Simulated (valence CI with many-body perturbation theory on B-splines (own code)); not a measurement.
# E1 line list for Zn¹⁶⁺

Level of theory: valence CI with perturbative core correlation (CI+MBPT): four valence electrons over a frozen Dirac-Fock core [Ne], a basis of 11 s, 11 p, 10 d, 8 f, 5 g, 2 h functions for each j, with the one-electron correlation potential Σ1, the two-electron term Σ2, the three-electron term Σ3, Breit, model QED; selected CI, second order for the rest, scaled by the run's own slope (own B-spline code, finite nucleus).

No measured spectrum was set against this ion. As an estimate, levels of excited configurations hold to 0.05 to 0.15 % of their energy, terms of the ground configuration to about 0.5 %. Among the levels kept, up to 820 cm⁻¹ of a level comes from second order outside the variational space, and about a tenth of that is noise between levels of different J, which matters for small intervals.

Lines 1 to 50 of 563 in falling wavelength, among levels below 1566200 cm⁻¹, chosen from the strongest by gf and those to the six lowest levels. Wavelengths and rates use the calculated energies, so an error of 200 cm⁻¹ moves a line at 462.0 Å by 0.092 % and its rate by three times that or more. Electric multipoles are in the length gauge, E1 and E2 with the static RPA response of the core. Weak lines are less certain than strong ones. Lines between different terms over intervals too small for the method are left out, as are lines whose strength nearly cancels. Where a level lies close to another of its J and parity, the split of strength between their lines is uncertain. The highest levels of a list are the least certain.

Names give the largest LS component (configuration and term), which can be under half, so a name can repeat, a term be missing and a line seem to break the LS rules; names also repeat where a configuration has a term twice. Letters in brackets count levels of one name in rising energy.

```csv
λ vac (Å),Upper,Lower,A (s⁻¹),S (a.u.)
462.0,3s3p³ ⁵S°_2,3s²3p² ¹D_2,2.11e+06,5.13e-04
399.2,3s3p³ ³D°_1,3s²3p² ¹S_0,8.98e+06,8.47e-04
384.1,3s3p³ ⁵S°_2,3s²3p² ³P_2,3.56e+07,4.99e-03
383.1,3p³3d ³G°_5,3s3p²3d ³F_4 [c],1.82e+09,5.57e-01
375.4,3p³3d ³G°_3,3s3p²3d ³F_2 [c],1.29e+09,2.36e-01
365.5,3p³3d ³G°_4,3s3p²3d ³F_3 [c],1.10e+09,2.38e-01
362.2,3s3p3d² ¹F°_3,3s3p²3d ¹F_3 [b],9.47e+08,1.55e-01
362.0,3s3p³ ⁵S°_2,3s²3p² ³P_1,3.09e+07,3.61e-03
361.9,3p³3d ³F°_3 [a],3s3p²3d ³F_3 [b],8.11e+08,1.33e-01
354.6,3p³3d ³F°_2 [a],3s3p²3d ³F_2 [b],1.33e+09,1.47e-01
340.4,3p³3d ³F°_2 [b],3s3p²3d ³D_1 [d],1.45e+09,1.41e-01
334.0,3p³3d ³F°_3 [b],3s3p²3d ³D_2 [d],9.53e+08,1.23e-01
328.1,3s3p³ ³D°_1,3s²3p² ¹D_2,1.04e+08,5.44e-03
327.2,3s3p³ ³D°_2,3s²3p² ¹D_2,2.53e+07,2.19e-03
324.6,3p³3d ³D°_3 [c],3s3p²3d ¹F_3 [b],1.16e+09,1.37e-01
322.3,3s3p³ ³P°_1,3s²3p² ¹S_0,7.78e+07,3.86e-03
318.4,3s3p³ ³D°_3,3s²3p² ¹D_2,3.62e+08,4.03e-02
317.6,3p³3d ³F°_4,3s3p²3d ³D_3 [d],1.97e+09,2.80e-01
311.5,3p³3d ³G°_4,3s3p²3d ³F_3 [b],9.30e+08,1.25e-01
309.6,3s3p3d² ³G°_5,3s²3d² ³F_4,7.05e+08,1.14e-01
304.4,3p³3d ³D°_2 [b],3s3p²3d ³D_3 [c],1.49e+09,1.04e-01
302.3,3s3p3d² ³G°_3 [b],3s²3d² ³F_2,1.21e+09,1.16e-01
295.6,3p³3d ³D°_3 [b],3s3p²3d ³F_4 [c],1.16e+09,1.03e-01
291.4,3p⁴ ¹S_0,3s3p³ ¹P°_1,8.31e+09,1.01e-01
289.2,3p³3d ³F°_4,3s3p²3d ³F_4 [c],2.29e+09,2.46e-01
288.6,3p³3d ³D°_3 [c],3s3p²3d ³P_2 [c],1.55e+09,1.29e-01
288.3,3p³3d ³P°_2 [b],3s3p²3d ³D_3 [c],2.17e+09,1.28e-01
288.0,3p⁴ ¹D_2,3s3p³ ¹D°_2,5.61e+09,3.31e-01
286.8,3s3p³ ³D°_1,3s²3p² ³P_2,5.11e+07,1.78e-03
281.8,3p³3d ¹F°_3,3s3p²3d ¹D_2 [b],2.68e+09,2.07e-01
281.0,3p³3d ³G°_4,3s3p²3d ³G_5,1.09e+09,1.08e-01
279.4,3s3p³ ³D°_3,3s²3p² ³P_2,1.80e+09,1.35e-01
276.2,3p³3d ³G°_3,3s3p²3d ³G_3,3.17e+09,2.31e-01
276.2,3p³3d ³G°_5,3s3p²3d ³G_5,4.67e+09,5.35e-01
275.9,3p³3d ³G°_4,3s3p²3d ³G_4,3.13e+09,2.92e-01
274.3,3s3p³ ³P°_1,3s²3p² ¹D_2,9.66e+07,2.95e-03
274.3,3s3p³ ³D°_1,3s²3p² ³P_1,2.86e+08,8.72e-03
273.7,3s3p³ ³D°_2,3s²3p² ³P_1,2.62e+09,1.32e-01
273.1,3s3p³ ³P°_2,3s²3p² ¹D_2,4.56e+07,2.29e-03
272.0,3p³3d ¹D°_2 [a],3s3p²3d ¹F_3 [a],4.74e+09,2.35e-01
271.3,3p³3d ³P°_2 [b],3s3p²3d ³S_1,2.60e+09,1.28e-01
269.0,3s3p3d² ³F°_3,3s3p²3d ¹D_2 [b],2.04e+09,1.37e-01
267.5,3p³3d ¹G°_4,3s3p²3d ¹F_3 [a],6.08e+09,5.18e-01
264.0,3p³3d ³D°_3 [a],3s3p²3d ³P_2 [a],1.70e+09,1.08e-01
263.4,3p³3d ¹G°_4,3s3p²3d ¹G_4,9.27e+09,7.53e-01
261.7,3s3p²3d ¹F_3 [a],3s²3p3d ³P°_2,2.28e+09,1.41e-01
258.9,3p³3d ⁵D°_1,3s3p²3d ⁵P_1,4.88e+09,1.25e-01
258.4,3p³3d ³F°_3 [a],3s3p²3d ³F_4 [a],1.59e+09,9.48e-02
258.2,3p³3d ³F°_4,3s3p²3d ³D_3 [b],3.37e+09,2.58e-01
258.1,3p³3d ¹G°_4,3s3p²3d ³D_3 [a],2.87e+09,2.19e-01
```
